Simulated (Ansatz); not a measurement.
`[SH][GaH2]` + `[AsH3]` → `[GaH2][AsH2]` + H₂S at 600 K and 1 bar (ligand exchange at a Ga–S bond).

Computed with Ansatz on PBE0-D4/def2-TZVP structures; ΔE is electronic, products minus reactants. CCSD(T)/CBS adds triple-zeta CCSD(T) − MP2 to the extrapolated MP2 energy (def2 sets, frozen cores). This one scheme is used for every species. For As, Ga outer-core shells are correlated without core-valence functions, which leaves a few kJ/mol of doubt a bond. Scalar relativity is left out up to krypton.

```
       species  CCSD(T)/CBS energy (Eh)  H − E (kJ/mol)  S (J/(mol·K))
  `[SH][GaH2]`              -2323.53734            95.0          327.9
      `[AsH3]`              -2236.79077            81.6          254.3
`[GaH2][AsH2]`              -4161.33979           116.7          363.0
           H₂S               -398.97279            60.8          230.9
```

H − E and S are ideal-gas, rigid-rotor, harmonic terms from PBE0-D4/def2-TZVP. 1 Eh = 2625.50 kJ/mol, R = 8.31446 J/(mol·K).

**Question.** By hand: ΔE, ΔH, ΔS and ΔG.

**Answer.** ΔE = (-4161.33979) + (-398.97279) − (-2323.53734) − (-2236.79077) = 0.01553 Eh = 40.8 kJ/mol. Δ(H − E) = 116.7 + 60.8 − 95.0 − 81.6 = 0.9, so ΔH = 41.7 kJ/mol. ΔS = 363.0 + 230.9 − 327.9 − 254.3 = 11.7 J/(mol·K). ΔG = 41.7 − 600 × (11.7)/1000 = 34.7 kJ/mol.

**Question.** By hand: the equilibrium constant, and the temperature at which ΔG would vanish if ΔH and ΔS stayed fixed.

**Answer.** log₁₀ K = −ΔG/(RT ln 10) = -3.0. ΔG = 0 at ΔH/ΔS = 3564 K, far beyond where these terms or the molecules hold.

The number of gas molecules stays the same, so ΔS is small and ΔH decides. A doubt of 5 kJ/mol in ΔE shifts log₁₀ K by 0.4 here. These are equilibria of isolated gas molecules and say nothing of rates. Largest T1 diagnostic: 0.013 (customary marks: 0.02 for closed shells, 0.045 for open ones).
